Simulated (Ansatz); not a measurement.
Job for Ansatz (a program for electronic structure): R-CCSD(T)/def2-TZVPPD on H2Mg (SMILES [MgH2]), atoms moved off the minimum. Files ending in .json are basis or fitting sets from the Basis Set Exchange.

Ansatz 0.2 input:
```yaml
crystal:
  periodic: [false, false, false]
  atoms:
    - {symbol: Mg, position_ang: [0.17587302, -0.05794374, -0.06823925]}
    - {symbol: H, position_ang: [0.00512425, 0.14442069, -1.61928777]}
    - {symbol: H, position_ang: [-0.09430694, 0.03684383, 1.86954675]}
basis:
  gaussian:
    orbitals: def2-TZVPPD.json
magnetization: {spin_polarized: false}
correlation: {method: ccsd_t, electrons: outside_noble_gas}
scf: {lower_state_search: off}
output: {forces: true}
```

It printed:

```
WARN ansatz: RAYON_NUM_THREADS=1 ignored (pool sized by the plan → 1); use --threads N
Functional definition: HF
these checks for a lower state are left out or cut short: starts, cluster_reference, orbital_swaps, neighbouring_geometries, increment
integrals: 0.04 GiB planned
476 factors; integrals over basis functions are off by at most 1.8e-3 eV
mean field: 0.08 GiB planned
mean field evaluation 1: about -5461.3877 eV, gradient 7.6e0 eV
mean field evaluation 2: about -5461.3877 eV, gradient 7.6e0 eV
mean field evaluation 4: about -5461.8080 eV, gradient 4.4e-1 eV
mean field evaluation 8: about -5461.8092 eV, gradient 1.4e-4 eV
mean field -5461.80918672 eV, -200.7177854648 hartree, gradient 1.5e-6 eV, S^2 0.000000; 0 other end points of the search recorded, 0 dependent functions left out
5 core orbitals not correlated
reference -5461.80918672 eV, -200.7177854648 hartree; 2, 2 occupied and 62, 62 virtual orbitals, 476 factors
densities: 0.15 GiB planned
second order -1.53084572 eV of doubles, -0.00000000 eV of singles
coupled cluster: 0.12 GiB planned
cycle   1  -1.83742970 eV  change   -3.1e-1 eV  update   5.0e-2
cycle   2  -1.99194415 eV  change   -1.5e-1 eV  update   1.9e-2
cycle   3  -1.99749760 eV  change   -5.6e-3 eV  update   5.0e-3
cycle   4  -1.99825812 eV  change   -7.6e-4 eV  update   1.9e-3
cycle   5  -1.99807434 eV  change    1.8e-4 eV  update   6.2e-4
cycle   6  -1.99797840 eV  change    9.6e-5 eV  update   1.8e-4
cycle   7  -1.99802145 eV  change   -4.3e-5 eV  update   6.4e-5
cycle   8  -1.99803585 eV  change   -1.4e-5 eV  update   2.1e-5
cycle   9  -1.99802973 eV  change    6.1e-6 eV  update   6.6e-6
cycle  10  -1.99802958 eV  change    1.5e-7 eV  update   2.4e-6
perturbative correction -0.01183491 eV, -0.0004349248 hartree
the calculation of the forces begins
Total energy: -5463.81905121 eV, -200.7916466225 hartree
Atom 0 at     0.175873    -0.057944    -0.068239 Å, force    -0.296729     0.058819     3.010479 eV/Å
Atom 1 at     0.005124     0.144421    -1.619288 Å, force    -0.023309     0.097824    -1.579490 eV/Å
Atom 2 at    -0.094307     0.036844     1.869547 Å, force     0.320038    -0.156643    -1.430988 eV/Å
Dipole moment:     0.215926    -0.146185    -0.176390 e Å
Checks for a lower state left out: starts, cluster_reference, orbital_swaps, neighbouring_geometries, increment
```

Self-consistency was reached.

Cost: very roughly 2.0 core-seconds.
